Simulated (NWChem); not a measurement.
# Basis-set convergence for C$_{2}$H$_{4}$Si

```xyz
7

Si     0.9534    -0.4826     0.0000
C     -0.6863     0.3475     0.0000
C     -1.7825     0.9022     0.0000
H      1.0850    -1.3421     1.2252
H      1.0850    -1.3421    -1.2252
H      2.0437     0.5511     0.0000
H     -2.7484     1.3910     0.0000
```
Charge 0, spin multiplicity 1.

All runs are NWChem calculations. The geometry was optimised at PBE/def2-SVP, a minimum by its harmonic frequencies.

Quantity: vertical ionisation energy at the level ΔB3LYP (Δ: difference of total energies, the cation a doublet at the parent's geometry with its hole in an orbital of symmetry a" (Cs labels); it is the state that the SCF runs reached, from PBE0 orbitals for Hartree-Fock references, and need not be the lowest).

B3LYP has NWChem's definition, with VWN1-RPA local correlation. The Pople sets run with spherical d functions. The structure started from a generated list of species. No SCF solution was tested for a lower state.

Relative cost: rough, from shared machines, SCF included, STO-3G = 1.

```
basis        functions  vertical ionisation energy (eV)  relative cost
-----------  ---------  -------------------------------  -------------
STO-3G              23                             8.90              1
6-31G*              54                            10.33        under 3
def2-SVP            66                            10.50        under 3
def2-TZVPP         160                            10.52              6
aug-cc-pVTZ        234                            10.51             70
```

Smallest basis within 0.1 eV of aug-cc-pVTZ, the largest set run: def2-SVP, with 66 functions against 234 and about 3 % of the time (also within reach: def2-TZVPP). aug-cc-pVTZ isn't the basis-set limit itself, and a small set can land close by cancellation.
